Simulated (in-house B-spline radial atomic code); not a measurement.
Atomic self-consistent-field run: Ni V (Ni4+). Computed with a radial B-spline atomic code at the basis-set limit: scalar-relativistic (X2C) Hartree-Fock with fractional occupations, spin-polarised, spherical fractional occupations, Fermi nucleus of rms radius 3.7757 fm.

Command:
```bash
python run_scf.py task.json out
```
Settings (nuclear radius in fm, mass in u):
```
Z                28
configuration    [Ar] 3d6
hamiltonian      x2c
method           hf,
spin_polarised   True
nucleus          fermi
rms_radius       3.7757
atomic_mass      57.93534
speed_of_light   137.035999084
```

Output (hartree, bohr):
```
 radial grid: 67 intervals, B-splines of order 8, outer radius 14.6809 bohr

 iter        energy (Eh)    residual
    1       -1497.404250    8.14e-01
    2       -1509.958832    5.64e-01
    3       -1514.291231    1.55e-01
    4       -1514.711773    4.28e-02
    5       -1514.734918    2.22e-02
    6       -1514.743813    1.22e-03
    7       -1514.743836    1.24e-04
    8       -1514.743837    3.95e-05
    9       -1514.743837    6.71e-06
   10       -1514.743837    1.57e-07

 total energy                     -1514.74384
 kinetic                            1540.1273
 electron-nucleus                  -3586.2852
 Hartree                             592.0064
 exact exchange                      -60.5923

 orbital      occ     eigenvalue          <r>       <r^2>       <1/r>       r_max
 1s up      1.000      -311.2039    0.0537245  0.00389516     28.5321     0.03503
 1s down    1.000      -311.2033    0.0537232  0.00389489     28.5325     0.03503
 2s up      1.000       -41.1610     0.243838    0.070249     6.16225      0.2041
 2s down    1.000       -40.9801     0.243025    0.069716     6.18175      0.2038
 2p up      3.000       -35.6171     0.215332   0.0569301     5.95673       0.165
 2p down    3.000       -35.4395     0.214215   0.0562294     5.97856      0.1646
 3s up      1.000        -7.5273     0.724537    0.602926       1.961      0.6349
 3s down    1.000        -7.0864     0.730004     0.61256     1.93883      0.6359
 3p up      3.000        -5.8395      0.75214    0.660837     1.82049      0.6415
 3p down    3.000        -5.3097     0.763408    0.681998     1.78625      0.6443
 3d up      5.000        -3.1049     0.818932    0.823536     1.54402      0.6075
 3d down    1.000        -2.0256     0.935344     1.10628     1.39717      0.6464
```

Cost of the run: 0.33 s on 1 thread of Intel(R) Xeon(R) Platinum 8488C (shared host).

Caution: exact exchange at fractional occupations of open shells leaves self-interaction of up to several eV.

One-electron X2C: radii and densities carry no picture-change correction, so inner-shell <1/r> comes out high (for 1s by about 2 % at Z = 33, 5 % at 54, 10 % at 75, 30 % at 118) and <r> low.
